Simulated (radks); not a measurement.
Question: These are the eigenvalues of the occupied orbitals of an atom or ion with whole-number occupations (eV). Method: Dirac Kohn-Sham, LDA (Slater exchange, Perdew-Wang correlation), spin-unpolarised, spherical densities, finite nucleus; Fermi nuclear charge, rms radius of each element as measured or else 0.836 A^(1/3) + 0.57 fm; computed with a radial shooting solver on a logarithmic mesh with Libxc functionals.

1s1/2: -28863.08
2s1/2: -5288.163
2p1/2: -5018.221
2p3/2: -4805.758
3s1/2: -1776.571
3p1/2: -1672.794
3p3/2: -1627.283
3d3/2: -1456.922

Which element is it, and in what charge state? The configuration may be excited. Open shells, if any, fill j = l - 1/2 first.

Answer: Z = 49, indium, charge +27: In27+ in [Ar] 3d4. The list shows which subshells hold electrons but not how many an open one holds; the 1s level, -1060.7 hartree, gives Z - s = 46.1 by -(Z - s)^2/2, which with screening and relativity narrows Z to a few neighbours, and the depths of the outer levels then fix element, charge and occupations together.
